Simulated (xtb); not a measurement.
xtb input (GFN2-xTB):

```bash
xtb mol.xyz --gfn 2 --sp --chrg -1 --uhf 0
```
mol.xyz:
```
3

Zr     0.45549064     0.30104354    -0.20346954
O     -0.63069260     1.35966071    -1.04649118
Cl    -0.77494616    -1.34817808     0.97121829
```

End of the output:

```
         :::::::::::::::::::::::::::::::::::::::::::::::::::::
         ::                     SUMMARY                     ::
         :::::::::::::::::::::::::::::::::::::::::::::::::::::
         :: total energy             -10.356818912042 Eh    ::
         :: gradient norm              0.038898309011 Eh/a0 ::
         :: HOMO-LUMO gap              0.381815500055 eV    ::
         ::.................................................::
         :: SCC energy               -10.393506037787 Eh    ::
         :: -> isotropic ES            0.163563023730 Eh    ::
         :: -> anisotropic ES          0.004921509712 Eh    ::
         :: -> anisotropic XC         -0.020434837267 Eh    ::
         :: -> dispersion             -0.001939701647 Eh    ::
         :: repulsion energy           0.036687125745 Eh    ::
         :: add. restraining           0.000000000000 Eh    ::
         :: total charge              -1.000000000052 e     ::
         :::::::::::::::::::::::::::::::::::::::::::::::::::::

           -------------------------------------------------
          |                Property Printout                |
           -------------------------------------------------

    * Orbital Energies and Occupations

         #    Occupation            Energy/Eh            Energy/eV
      -------------------------------------------------------------
         1        2.0000           -0.8943407             -24.3362
         2        2.0000           -0.4466587             -12.1542
         3        2.0000           -0.2738252              -7.4512
         4        2.0000           -0.2504027              -6.8138
         5        2.0000           -0.2451344              -6.6704
Note: The following floating-point exceptions are signalling: IEEE_UNDERFLOW_FLAG IEEE_DENORMAL
normal termination of xtb
         6        2.0000           -0.2019115              -5.4943
         7        2.0000           -0.1973527              -5.3702
         8        2.0000           -0.1921545              -5.2288
         9        1.9988           -0.0985680              -2.6822 (HOMO)
        10        0.0012           -0.0845365              -2.3004 (LUMO)
        11                         -0.0683993              -1.8612
        12                         -0.0592679              -1.6128
        13                         -0.0310834              -0.8458
        14                          0.1102438               2.9999
        15                          0.2055874               5.5943
        16                          0.2388024               6.4981
        17                          0.2388815               6.5003
        18                          0.2453658               6.6767
        19                          0.2461945               6.6993
        20                          0.2537314               6.9044
       ...                                ...                  ...
        22                          0.7847572              21.3543
      -------------------------------------------------------------
                  HL-Gap            0.0140315 Eh            0.3818 eV
             Fermi-level           -0.0915523 Eh           -2.4913 eV

     #   Z          covCN         q      C6AA      α(0)
     1  40 Zr       1.435     0.004   535.257    52.987
     2   8 O        0.702    -0.565    25.352     6.746
     3  17 Cl       0.733    -0.439   113.288    16.280

 Mol. C6AA /au·bohr⁶  :       1453.454954
 Mol. C8AA /au·bohr⁸  :     147798.537397
 Mol. α(0) /au        :         76.013955

Wiberg/Mayer (AO) data.
largest (>0.10) Wiberg bond orders for each atom

 ---------------------------------------------------------------------------
     #   Z sym  total        # sym  WBO       # sym  WBO       # sym  WBO
 ---------------------------------------------------------------------------
     1  40 Zr   3.180 --     2 O    2.239     3 Cl   0.941
     2   8 O    2.297 --     1 Zr   2.239
     3  17 Cl   0.999 --     1 Zr   0.941
 ---------------------------------------------------------------------------

Topologies differ in total number of bonds
Writing topology from bond orders to xtbtopo.mol

molecular dipole:
                 x           y           z       tot (Debye)
 q only:        1.320      -0.330       0.309
   full:        2.646      -0.362       0.396       6.861
molecular quadrupole (traceless):
                xx          xy          yy          xz          yz          zz
 q only:        3.392       0.139      -3.864      -0.228       7.385       0.472
  q+dip:        7.620       0.056      -6.674       0.020       9.716      -0.946
   full:       10.068       1.142      -7.813      -0.611       9.595      -2.255

           -------------------------------------------------
          | TOTAL ENERGY              -10.356818912042 Eh   |
          | GRADIENT NORM               0.038898309011 Eh/α |
          | HOMO-LUMO GAP               0.381815500055 eV   |
           -------------------------------------------------

------------------------------------------------------------------------
------------------------------------------------------------------------
 total:
 SCF:
```

This state (charge -1, singlet) is run at the relaxed geometry of the species with charge 0 and multiplicity 2.
